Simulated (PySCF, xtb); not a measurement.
Si(H)(NHSiH3)(Cl)2 (Cl2H5NSi2), SMILES Cl[SiH](Cl)N[SiH3].

xtb 6.7.1 with GFN2-xTB at its own geometry gives an orbital gap of 5.37 eV and a dipole moment of 2.59 D.

The structure is a stationary point at PBE-D3(BJ)/def2-SVP. One conformer was computed; it need not be the lowest.

Task: What does B3LYP/def2-TZVP in PySCF give? (The exact figures need the calculation; the answer reports its results.)

Result: gap 7.57 eV (levels -7.85 and -0.27 eV), dipole 2.05 D.
